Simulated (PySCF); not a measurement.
## Field gradients at the hydrogen positions

CH11O2PSi3.
Structure used (GFN2-xTB), in Å, numbered top down from 1:
```xyz
18
CH11O2PSi3 angstrom
O      0.7487    0.3279    1.2275
Si     1.5317    0.5546   -0.1981
Si     3.4245   -0.7073   -0.4343
O      0.5477   -0.0492   -1.3201
C     -0.8289    0.1440   -1.4979
Si    -1.8753    0.1346    0.1034
P     -3.9770    0.2495   -0.6885
H      1.1453    0.5553    2.0626
H      1.6542    2.0186   -0.3311
H      4.4572    0.0317   -1.1672
H      4.0262   -1.0042    0.8758
H      3.2820   -2.0038   -1.1010
H     -1.1673   -0.6492   -2.1754
H     -0.9870    1.0960   -2.0218
H     -1.7028    1.3601    0.8886
H     -1.6246   -1.0644    0.9081
H     -4.1031   -1.0988   -0.9606
H     -4.5604    0.1109    0.5537
```

Level: PBE0/pcSseg-1 (PySCF, non-relativistic); Q(2H) = 0.00286 b; rigid geometry, the same for H and D, with no vibrational averaging.

Question: Rank these positions by the coupling χzz of a deuteron there, largest first.
A. H17 (P–H hydrogen)
B. H9 (Si–H hydrogen)
C. H14 (methylene hydrogen)
D. H8 (hydroxyl hydrogen)
E. H16 (Si–H hydrogen)

Answer: D (349 kHz), C (195 kHz), A (147 kHz), E (109 kHz), B (100 kHz).

What are Vzz, η and χzz (234.96 MHz × Q × Vzz) at all hydrogens?

```csv
atom,bonded to,bond length (Å),Vzz (au),η,χzz (kHz)
H8,O1,0.952,0.5194,0.07,349
H9,Si2,1.475,0.1492,0.02,100
H10,Si3,1.466,0.1632,0.01,110
H11,Si3,1.472,0.1593,0.01,107
H12,Si3,1.465,0.1646,0.01,111
H13,C5,1.097,0.2929,0.09,197
H14,C5,1.098,0.2901,0.09,195
H15,Si6,1.466,0.1623,0.03,109
H16,Si6,1.466,0.1625,0.04,109
H17,P7,1.381,0.2182,0.08,147
H18,P7,1.379,0.2206,0.07,148
```

Average by the element that carries the hydrogen.

on O: 349 kHz over 1 position, mean bond length 0.952 Å; on Si: 108 kHz over 6 positions, mean bond length 1.468 Å; on C: 196 kHz over 2 positions, mean bond length 1.097 Å; on P: 147 kHz over 2 positions, mean bond length 1.380 Å.

Isolated species at its GFN2-xTB geometry (one conformer only). GFN2-xTB frequencies show an imaginary mode (29i cm⁻¹), so this geometry is no minimum at that level. GFN2-xTB bond lengths can be off by several hundredths of an ångström, more for odd bonds, and the gradients follow them. With a basis this small, the couplings can be 20 % off.
